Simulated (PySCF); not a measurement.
## Adding and removing an electron: InSb

PBE0; PySCF, scalar-relativistic core potentials, basis sets In def2-TZVPPD with ECP28, Sb def2-TZVPPD with ECP28. Neutral (UKS): triplet (π ↑↑), Re = 2.940 Å, ωe = 145 cm⁻¹, De = 1.72 eV, HOMO -4.98 eV, LUMO -2.98 eV.

InSb⁺ (UKS): quartet (σ ↑, π ↑↑), Re = 3.133 Å, ωe = 83.0 cm⁻¹, De = 0.61 eV to In⁺ + Sb. The energies at the minima are -430.40018 hartree for InSb and -430.15303 for InSb⁺.

(1) Work out the adiabatic ionisation energy, without and with harmonic zero-point energies (1 hartree = 27.2114 eV, 1 eV = 8065.5 cm⁻¹), and the change of the bond length.

These are scalar-relativistic numbers at best; spin–orbit coupling would shift them, the dissociation energy most. For an ion De counts to the pair picked by the measured ionisation energies or electron affinities, which need not be the lowest pair at this level. States were picked by a PBE0 search and need not be the measured ground states.

## Answers

(1) At PBE0: 0.24715 hartree = 6.725 eV between the minima; the zero-point term (83.0 − 145.0)/2 cm⁻¹ = -0.004 eV makes it 6.721 eV. Re changes by +19.3 pm against the neutral. The electron leaves a σ orbital, and the longer bond of the ion fits a bonding orbital, or a change in how ionic the bond is.
